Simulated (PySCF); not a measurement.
SMILES C=CCCC(=O)OC at its GFN2-xTB optimised geometry (Å):

```
18

C      2.3191    -0.6669    -3.3025
C      1.3892    -0.8838    -2.3924
C      1.6661    -1.2691    -0.9738
C      1.1136    -0.2201     0.0000
C     -0.3979    -0.2201     0.0000
O     -1.0953    -1.1993     0.0107
O     -0.8794     1.0300     0.0000
C     -2.2944     1.1597     0.0261
H      3.3681    -0.7647    -3.0739
H      2.0768    -0.3903    -4.3144
H      0.3413    -0.7812    -2.6428
H      1.1773    -2.2227    -0.7574
H      2.7403    -1.3808    -0.8193
H      1.4697     0.7788    -0.2517
H      1.4370    -0.4626     1.0153
H     -2.7403     0.6135    -0.8075
H     -2.6940     0.7603     0.9605
H     -2.5049     2.2227    -0.0553
```

Method: PBE/def2-SVP (PySCF 2.14.0). Cells within 0.4 Å of a nucleus heavier than hydrogen are left out (blank, or x).

Map of the electrostatic potential (hartree/e), clipped to [-0.08, 0.12] on the plane z = 0.0 Å:

```
|333344333333333333333333333|
|334444443333333333333333333|
|344444444333333333333333333|
|444444444433333333333333333|
|444445554433333333333333333|
|444456775433333333333333333|
|444459998532222333333333333|
|444569999642112333333333333|
|444569999996212344444333333|
|4445799x9999933467644333333|
|444589xxx9xx995699954433333|
|4445799x99xx999999964433333|
|444458999999999999964443333|
|334445678999x999x9964444333|
|333333334999x99xx9975444433|
|333332114999999999975544443|
|3333221059xx999999976654443|
|3332210039x9945689976654443|
|333221100597123577655544433|
|333222100000013576444444333|
|333222110000123455433333333|
|333222211111123344333333333|
|333222222112223333333333333|
|333322222222223333333333333|
|333332222222233333333333333|
|333333222222333333333333333|
|333333333333333333333333333|
```
Scale: ten equal steps from -0.069 (start of '0') to 0.120 (end of '9'), in the order '0123456789'; x runs from -5.00 to 5.00, y from -5.00 (bottom) to 5.00 (top).
